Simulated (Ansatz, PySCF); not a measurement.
Gas-phase reaction in SMILES: CNC -> [CH2]NC + H atom (the C-H bond at the site shown breaks; other sites are not compared here)
Structures are relaxed separately at B3LYP-D3(BJ)/def2-TZVP in Ansatz (an electronic-structure program), one conformer each, not searched for the lowest.

Quantity: bond dissociation energy (enthalpy at 298 K, with B3LYP-D3(BJ) rigid-rotor harmonic-oscillator terms from PySCF), in kcal/mol. Cores are frozen in the correlated levels unless marked. UHF or UKS for open shells. No spin-orbit coupling. Non-relativistic. Basis-set limits of correlation are two-point, X^-3; Hartree-Fock from the larger set. The bracket is a focal-point correction in the basis named.

```
level                                                     program  bond dissociation energy (kcal/mol)  minus last row
-------------------------------------------------  --------------  -----------------------------------  --------------
CAM-B3LYP-D3(BJ)/def2-TZVPD                        Ansatz + dftd3                                 89.5            -3.8
CAM-B3LYP/def2-TZVPD                                       Ansatz                                 89.3            -4.0
LC-wPBE/def2-TZVPD                                         Ansatz                                 87.6            -5.7
MP2/6-31G                                                  Ansatz                                 81.0           -12.3
MP2/6-31G*                                                 Ansatz                                 86.2            -7.1
RI-MP2/cc-pVQZ                                             Ansatz                                 92.2            -1.1
RI-MP2/CBS(cc-pVTZ,cc-pVQZ)+[CCSD(T)-MP2]/cc-pVTZ          Ansatz                                 93.3             0.0
```
